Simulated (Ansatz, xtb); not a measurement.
Molecule: sum formula AlOBr (charge -1, doublet). 
Coordinates optimised at B3LYP-D3(BJ)/def2-TZVP (Ansatz, a quantum-chemistry and plane-wave program):
```xyz
3

Al     0.9467    -0.7610    -0.7292
O      2.1301     0.0215    -1.5477
Br    -0.8385     0.2778     0.6246
```
Charge -1, spin multiplicity 2.

Harmonic wavenumbers from GFN2-xTB (xtb, at its own minimum), cm⁻¹: 139, 280, 1036.

Task: Give the harmonic wavenumbers at B3LYP-D3(BJ)/def2-TZVP (Ansatz, finite differences of forces, unscaled).

Result: 151, 274, 963 cm⁻¹. Zero-point energy 2.0 kcal/mol.

Task: From these and the geometry, give the ideal-gas thermochemistry at 298.15 K and 1 atm (rigid rotor, harmonic oscillator).

Result: Point group Cs, rotational symmetry number 1. Rotational constants 41.9, 2.056, 1.96 GHz. S(trans) 40.33, S(rot) 25.06, S(vib) 4.34, S(elec, spin only) 1.38, S 71.1 cal/(mol K). H(298) - H(0) 3.08 kcal/mol; G - E(el) -16.1 kcal/mol.
